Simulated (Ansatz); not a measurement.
`[OH][GeH]` + H₂ → `[GeH2]` + H₂O at 600 K and 1 bar (hydrogenolysis of a Ge–O bond).

Computed with Ansatz on PBE0-D4/def2-TZVP structures; ΔE is electronic, products minus reactants. CCSD(T)/CBS is the MP2 limit (def2-TZVPP, def2-QZVPP) plus CCSD(T) − MP2 in def2-TZVPP, frozen cores. This one scheme is used for every species. For Ge outer-core shells are correlated without core-valence functions, which leaves a few kJ/mol of doubt a bond. Scalar relativity is left out up to krypton.

```csv
species,CCSD(T)/CBS energy (Eh),H − E (kJ/mol),S (J/(mol·K))
`[OH][GeH]`,-2152.47759,79.9,292.6
H₂,-1.17544,43.9,150.8
`[GeH2]`,-2077.24753,50.4,247.2
H₂O,-76.37941,76.8,212.8
```

H − E and S are ideal-gas, rigid-rotor, harmonic terms from PBE0-D4/def2-TZVP. The MP2-based limit puts H₂ 0.8 mEh under its directly extrapolated value; such offsets cancel only in part. 1 Eh = 2625.50 kJ/mol, R = 8.31446 J/(mol·K).

Q: By hand: ΔE, ΔH, ΔS and ΔG.

A: ΔE = (-2077.24753) + (-76.37941) − (-2152.47759) − (-1.17544) = 0.02609 Eh = 68.5 kJ/mol. Δ(H − E) = 50.4 + 76.8 − 79.9 − 43.9 = 3.4, so ΔH = 71.9 kJ/mol. ΔS = 247.2 + 212.8 − 292.6 − 150.8 = 16.6 J/(mol·K). ΔG = 71.9 − 600 × (16.6)/1000 = 61.9 kJ/mol.

Q: By hand: the equilibrium constant, and the temperature at which ΔG would vanish if ΔH and ΔS stayed fixed.

A: log₁₀ K = −ΔG/(RT ln 10) = -5.4. ΔG = 0 at ΔH/ΔS = 4331 K, far beyond where these terms or the molecules hold.

ΔH outweighs TΔS. A doubt of 5 kJ/mol in ΔE shifts log₁₀ K by 0.4 here. These are equilibria of isolated gas molecules and say nothing of rates. Largest T1 diagnostic: 0.016 (customary marks: 0.02 for closed shells, 0.045 for open ones).
